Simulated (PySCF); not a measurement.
Predicted microwave data (PBE0-D3(BJ)/def2-SVP geometry optimisation, gas phase in PySCF 2.14.0) for one isomer of C7H15NO:

```
Rotational constants : A = 2189, B = 1287, C = 1028 MHz
Dipole components    : |μa| = 1.15 D, |μb| = 0.08 D, |μc| = 0.32 D
Inertial defect      : -131.59 u·Å²
κ                    : -0.55
```

Problem. Which candidate fits, each taken in the one conformer that was computed?
A. `[CH3:1][CH2:2][CH2:3][N:4]([CH3:5])[C:6](=[O:7])[CH2:8][CH3:9]` with C1–C2–C3–N4 56°, C2–C3–N4–C5 67°, C3–N4–C6–O7 -5°, N4–C6–C8–C9 -178°
B. `[CH3:1][CH:2]([CH3:3])[C:4]([CH3:5])([CH3:6])[NH:7][CH:8]=[O:9]` with C1–C2–C4–C5 -55°, C2–C4–N7–C8 -177°, C4–N7–C8–O9 3°
C. `[CH2:1]=[N:2][C:3]([CH3:4])([CH3:5])[O:6][CH:7]([CH3:8])[CH3:9]` with C1–N2–C3–C4 103°, N2–C3–O6–C7 -77°, C3–O6–C7–C8 143°

Solution. C. It is C=NC(C)(C)OC(C)C, an asymmetric top, point group C1. The candidates at the same level (rigid rotor, commonest isotopes):

| SMILES | A (MHz) | B (MHz) | C (MHz) | μa (D) | μb (D) | μc (D) | Δ (u·Å²) | point group | rotor |
| --- | --- | --- | --- | --- | --- | --- | --- | --- | --- |
| CC(C)C(C)(C)NC=O | 2740 | 1086 | 970.8 | 3.11 | 1.35 | 1.61 | -129.23 | C1 | asymmetric top |
| CCCN(C)C(=O)CC | 2555 | 1013 | 885.7 | 0.99 | 3.01 | 1.36 | -126.35 | C1 | asymmetric top |
| C=NC(C)(C)OC(C)C | 2189 | 1287 | 1028 | 1.15 | 0.08 | 0.32 | -131.59 | C1 | asymmetric top |

`CCCN(C)C(=O)CC` has B 21 % too low; `CC(C)C(C)(C)NC=O` has A 25 % too high. No structure here is proved a minimum.
